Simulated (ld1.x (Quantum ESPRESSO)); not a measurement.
# What one change does to a pseudopotential (neon (Ne), TM)

* Element: Ne (Z = 10)
* Generator: ld1.x (Quantum ESPRESSO) 7.5
* Type: norm-conserving Troullier–Martins (Kleinman–Bylander form)
* Functional: LDA (PZ)
* Relativity: non-relativistic
* Frozen core: [He]
* Valence charge: 8
* Reference configuration: 2s2 2p5 (charge +1)
* Partial waves: 2s (bound): rc 0.60 bohr; 2p (bound): rc 0.90 bohr
* Local potential: all-electron potential smoothed inside 0.60 bohr (lloc = -1)
* Core correction: a·sin(br)/r model core inside 0.55 bohr

Change: wave 2s (bound): rc 0.60 bohr becomes 2s (bound): rc 0.90 bohr.

Cutoffs: the cutoffs (Ry, on a coarse ladder) from which the occupation-weighted sum of valence levels, in a spherical-Bessel basis at the reference potential, stays within 10 and 1 mRy of its value at 400 Ry; they do not see the model core or the augmentation charge, which bear on the density cutoff. Errors are all-electron minus pseudo energies relative to the spin-unpolarised reference configuration.

Question: What does the change do?

Answer: Of the 8 tests that both files solve, the error grows in 6 and shrinks in 0 by more than 15 % and 0.3 meV (median size 31.1 → 37.1 meV); neither file shows a bound ghost. More of the atom is replaced by a form fitted at one configuration, so other configurations suffer.

```tsv
quantity	base	changed
cutoff, loose	230 Ry	160 Ry
cutoff, tight	over 300 Ry	300 Ry
loose cutoff by channel (10 mRy a level)	s 120 Ry, p 140 Ry	s 70 Ry, p 140 Ry
bound ghosts	none	none
error for 2s2 2p6, meV [ΔE -22.67 eV]	+2.5	+5.4
error for 2s2 2p4, meV [ΔE 43.42 eV]	+15	+23
error for 2s2 2p3, meV [ΔE 110.95 eV]	+116	+158
error for 2s1 2p6, meV [ΔE 22.76 eV]	+28	+40
error for 2s2 2p2, meV [ΔE 205.63 eV]	+442	+570
error for 2s2 2p5.5, meV [ΔE -13.70 eV]	+1.1	+2.1
error for 2s2 2p5 (spin-polarised), meV [ΔE -0.47 eV]	+35	+34
error for 2s2 2p4 (spin-polarised), meV [ΔE 41.16 eV]	+195	+200
s: phases at 1.00 bohr within 0.05 rad from the reference energy up to (Ry; the scan ends near 5)	to the end of the scan	to the end of the scan
p: phases at 1.00 bohr within 0.05 rad from the reference energy up to (Ry; the scan ends near 5)	to the end of the scan	to the end of the scan
```
